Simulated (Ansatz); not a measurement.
Consider the substitution at a C–O bond: `C[O][Mo]([F])([F])([F])([Cl])[O]C` + `[OH][Mg][SH]` → `C[S][Mg][OH]` + `C[O][Mo]([OH])([F])([F])([F])[Cl]`.

Calculated with Ansatz (gas phase, PBE0-D4/def2-TZVP geometries, no zero-point term in ΔE). CBS: MP2 limit from def2 TZ/QZ plus the TZ coupled-cluster correction, frozen cores. DFT in def2-TZVPP. B3LYP here is the variant with VWN-RPA as its local correlation; programs differ in this. def2 core potentials past Kr. For Mg, Mo outer-core shells are correlated without core-valence functions, which leaves a few kJ/mol of doubt a bond. One conformer a species, not always the lowest.

| level | ΔE (kJ/mol) |
| --- | --- |
| PBE-D4 | 8.3 |
| ωB97X-V | 11.3 |
| B3LYP | 13.0 |
| CAM-B3LYP | 14.8 |

(1) What does CCSD(T)/CBS give? (Best estimate.)

(2) What do rigid-rotor, harmonic-oscillator terms from PBE0-D4/def2-TZVP frequencies (298.15 K, 1 bar) make of the CCSD(T)/CBS value? (An estimate is asked.)

Largest T1 diagnostic among the species: 0.025, so the coupled-cluster value is less sure than usual.

Answers

(1) The calculation gave: +10.9 kJ/mol. The listed levels differ from it by -2.6, 0.4, 2.1, 3.9 kJ/mol.

(2) Computed: ΔZPE = +5.3 kJ/mol, ΔH = +15.7 kJ/mol, ΔS = 13 J/(mol·K), ΔG = +11.8 kJ/mol. Modes under 50 cm⁻¹ make the entropy rough.

Leaving LDA and LC-ωPBE aside and taking each functional with its dispersion term where it has one, the values, not all of them listed here, spread over 9.9 kJ/mol, from revPBE-D4 to CAM-B3LYP-D4. LDA lies +7.9 kJ/mol from PBE without D4. At CCSD(T), def2-SVP lies +23.3 kJ/mol from the extrapolated value and def2-TZVPP +3.9 kJ/mol.

CCSD(T)/CBS has its own doubt, a few kJ/mol and more with outer-core shells, so smaller differences from it don't rank the levels.
